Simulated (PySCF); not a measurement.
Molfile (atoms numbered from 1):
```
CH8OSi2
     RDKit          3D

 12 11  0  0  0  0  0  0  0  0999 V2000
    2.0954    0.4943    0.0121 C   0  0  0  0  0  0  0  0  0  0  0  0
    0.5549   -0.4019   -0.6086 Si  0  0  0  0  0  4  0  0  0  0  0  0
   -1.4107    0.6594    0.1247 Si  0  0  0  0  0  4  0  0  0  0  0  0
   -2.7859   -0.1641   -0.3595 O   0  0  0  0  0  0  0  0  0  0  0  0
    2.1335    1.5225   -0.3788 H   0  0  0  0  0  0  0  0  0  0  0  0
    3.0071   -0.0292   -0.3137 H   0  0  0  0  0  0  0  0  0  0  0  0
    2.1032    0.5446    1.1115 H   0  0  0  0  0  0  0  0  0  0  0  0
    0.5568   -0.4715   -2.1053 H   0  0  0  0  0  0  0  0  0  0  0  0
    0.5469   -1.8159   -0.1046 H   0  0  0  0  0  0  0  0  0  0  0  0
   -1.5294    2.0249   -0.4641 H   0  0  0  0  0  0  0  0  0  0  0  0
   -1.3487    0.8069    1.6190 H   0  0  0  0  0  0  0  0  0  0  0  0
   -2.8436   -1.0855   -0.0912 H   0  0  0  0  0  0  0  0  0  0  0  0
  1  2  1  0
  2  3  1  0
  3  4  1  0
  1  5  1  0
  1  6  1  0
  1  7  1  0
  2  8  1  0
  2  9  1  0
  3 10  1  0
  3 11  1  0
  4 12  1  0
M  END
```

Theoretical values (PySCF): geometry from PBE0-D3(BJ)/def2-SVP, σ from GIAO-CAM-B3LYP/pcSseg-2. Isolated molecule, no relativistic terms, a single conformation, averaged over atoms made equivalent by symmetry, fast rotation or ring inversion.

Scale: TMS for ¹³C (σref 182.55), ¹H (σref 31.34), ²⁹Si (σref 328.96); ¹⁷O (σref 329.76) against H2O (reference shieldings calculated alike).

```json
{"atoms": "O4", "nucleus": "¹⁷O", "count": "1", "δ (ppm)": "6.3"}
{"atoms": "C1", "nucleus": "¹³C", "count": "1", "δ (ppm)": "-12.7"}
{"atoms": "H10/H11", "nucleus": "¹H", "count": "2", "δ (ppm)": "5.24"}
{"atoms": "Si3", "nucleus": "²⁹Si", "count": "1", "δ (ppm)": "-20.9"}
{"atoms": "H5/H6/H7", "nucleus": "¹H", "count": "3", "δ (ppm)": "?"}
{"atoms": "Si2", "nucleus": "²⁹Si", "count": "1", "δ (ppm)": "?"}
{"atoms": "H8/H9", "nucleus": "¹H", "count": "2", "δ (ppm)": "3.81"}
{"atoms": "H12", "nucleus": "¹H", "count": "1", "δ (ppm)": "-0.07"}
```

Question: Estimate the values marked ?.

Answer: 
- H5/H6/H7: 0.11 ppm, hydrogen on a methyl carbon bonded to Si; an electropositive neighbour shields it, as in TMS itself
- Si2: -75.6 ppm, silicon bonded to C, Si, 2 H

OH/NH shifts are gas-phase values; hydrogen bonding in solution moves them, usually downfield. Shifts are as computed, not scaled to solution data. Of 1211 compounds with measured shifts, 218 miss one by over three times the rms of a fit or turn the order of signals round; such compounds aren't used in these exercises. Experimental scales use liquid or dissolved standards, which lie at an offset from isolated H2O (liquid H2O: subtract about 36 ppm).
